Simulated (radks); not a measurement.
Values are calculated unless marked as measured or tabulated.
Problem. Ionisation of the zinc ion Zn+, [Ar] 3d10 4s1, to Zn2+, [Ar] 3d10, under several functionals. Scalar-relativistic Kohn-Sham, spin-polarised, spherical densities, point nucleus; open shells are filled with parallel spins first; a radial shooting solver on a logarithmic mesh with Libxc functionals. The NIST Atomic Spectra Database gives 17.964 eV (measured). Rank these functionals by the error of their Delta-SCF ionisation energy: revPBE; B86b exchange with PBE correlation; XLYP; LDA (Slater exchange, VWN5 correlation); exchange-only LDA; AM05.

Solution. From best to worst: exchange-only LDA 18.079 eV (+0.115); revPBE 18.581 eV (+0.617); AM05 18.643 eV (+0.679); B86b exchange with PBE correlation 18.773 eV (+0.808); XLYP 18.930 eV (+0.965); LDA (Slater exchange, VWN5 correlation) 19.035 eV (+1.071).
